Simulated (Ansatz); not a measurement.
Computed with Ansatz on PBE0-D4/def2-TZVP structures; ΔE is electronic, products minus reactants. CBS: MP2 limit from def2 TZ/QZ plus the TZ coupled-cluster correction, frozen cores. Each species was taken in one conformer, which may not be the lowest.

Reaction (isomerisation): `N#CC(O)(F)[SiH3]` → `FC1([SiH3])N=CO1`

```json
{"species": "`N#CC(O)(F)[SiH3]`", "HF/CBS(def2) energy (Eh)": "-595.87790"}
{"species": "`FC1([SiH3])N=CO1`", "HF/CBS(def2) energy (Eh)": "-595.83976"}
```

Task: Work out ΔE.

Result: ΔE = (-595.83976) − (-595.87790) = 0.03814 Eh = +100.1 kJ/mol. CCSD(T)/CBS gives +81.3 kJ/mol.

Largest T1 diagnostic among the species: 0.015.

In def2-TZVPP, CCSD(T) changes the Hartree–Fock value by −17.2 kJ/mol (the triples alone add −4.7 kJ/mol) and MP2 by −12.7 kJ/mol.
